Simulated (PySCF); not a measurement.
Two-component Hartree-Fock for Nb (niobium, neutral)

Start: [Kr] 4d3 5s2; 4d5/2 filled at m_j = +1/2, +3/2, +5/2. Calculated with PySCF 2.14 in x2c-SVPall-2c with one added diffuse shell each of s, p, d type (7s9p7d1f, 76 functions): generalised Hartree-Fock with the X2C-1e Hamiltonian and a Gaussian nucleus; one run each with spin-orbit coupling (SO) switched off, then screened by Boettger's factors. This is a chosen level, not necessarily the ground level.

```csv
spinor shell,electrons,"ε, spin-free (eV)","ε, screened SO (eV)",weight of nominal j (screened SO),"rms radius, screened SO (bohr)"
1s1/2,2,-19086.8,-19086.0,1.000,0.0415
2s1/2,2,-2744.7,-2744.5,1.000,0.171
2p1/2,2,-2445.5,-2511.6,1.000,0.149
2p3/2,4,-2445.5,-2414.4,1.000,0.154
3s1/2,2,-491.89,-491.87,1.000,0.471
3p1/2,2,-391.05,-402.22,1.000,0.471
3p3/2,4,-391.05,-385.82,1.000,0.482
3d3/2,4,-226.12,-227.84,0.985,0.472
4s1/2,2,-75.385,-75.400,1.000,1.23
4p3/2,4,-45.816,-44.788,0.873,1.40
4p1/2,2,-45.816,-48.023,0.746,1.39
4d5/2,3,-10.516,-10.486,0.774,2.14
5s1/2,2,-6.158,-6.162,0.997,4.12
```

(1) Where does 3d5/2 lie, and what is the 3d spin-orbit splitting (screened SO)?

| quantity | spin-free | screened SO |
| --- | --- | --- |
| E (hartree) | -3816.67042 | -3817.05674 |
| M_J | 9/2 | 9/2 |
| ⟨J²⟩ | 24.803 | 24.807 |
| ⟨L²⟩ | 12.031 | 12.055 |
| ⟨S²⟩ | 3.772 | 3.781 |

Each row is a mean over spinors that exchange with the open shell spreads, by up to 6.290 eV (4p3/2).

Rows whose weight is well below 1 are mixtures of j = l ± 1/2: exchange outweighs spin-orbit coupling there, and the label is only the starting occupation.

⟨J²⟩ departs a little from M_J(M_J + 1) because the unrestricted spinors polarise the closed shells.

Breit and QED terms are absent; they matter most for the inner s and p1/2 levels.

Densities and radii are taken from the X2C orbitals without a picture-change correction, which distorts them close to the nucleus.

Without spin-orbit coupling the j labels of p, d and f shells carry no meaning; the spin-free column gives the mean over the occupied spinors of each nl shell.

Answers

(1) At -224.99 eV, 2.851 eV above 3d3/2.
